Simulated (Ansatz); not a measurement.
Cu₄⁻, relaxed as a doublet with UKS r2SCAN-D4/def2-SVPD in Ansatz, starting from the GFN2-xTB geometry. Force threshold 0.02 eV/Å.

The highest occupied level of the charge -1 doublet lies above zero (up to 0.36 eV). The electron is either unbound and held by the finite basis, or the level is raised by self-interaction error. Another isomer (doublet) lies 0.28 eV lower at PBE0-D4/def2-TZVPD; other spin states weren't run for this one.

Start:

```xyz
4

Cu    3.492    0.919    1.431
Cu    1.297    0.334    0.531
Cu   -1.294   -0.342   -0.532
Cu   -3.494   -0.910   -1.430
```

```csv
step,energy (eV),largest force component (eV/Å),SCF passes
1,-178536.5636,0.978,45
2,-178536.9423,0.714,37
3,-178537.2254,0.356,37
4,-178537.2822,0.085,35
5,-178537.2836,0.026,33
6,-178537.3003,0.150,42
7,-178537.3996,0.200,45
8,-178537.4935,0.113,36
9,-178537.5011,0.026,33
10,-178537.5017,0.005,27
11,-178537.5017,0.003,28
12,-178537.5029,0.034,37
13,-178537.5037,0.014,30
14,-178537.5066,0.230,41
15,-178537.5148,0.234,36
16,-178537.5395,0.418,41
17,-178537.6216,0.408,39
18,-178537.7564,0.518,43
19,-178537.9536,0.607,43
20,-178538.1337,0.248,41
21,-178538.1557,0.199,40
22,-178538.1675,0.016,35
```

Force components are those of the run's own axes.

End:

```
atom   x (Å)   y (Å)   z (Å)
 Cu1   1.597   1.083   0.165
 Cu2   1.110  -0.849   1.338
 Cu3  -0.347  -0.066  -0.262
 Cu4  -2.360  -0.169  -1.240
```

Bonds formed: Cu1–Cu3 (atoms count from 1).

The force fell under the threshold at step 10, but the optimiser went on and released 0.666 eV more. No frequencies were taken in this run, so the end may be a saddle point.

Run time 2.8 min (4 threads of Arm Neoverse V1 on a shared host).
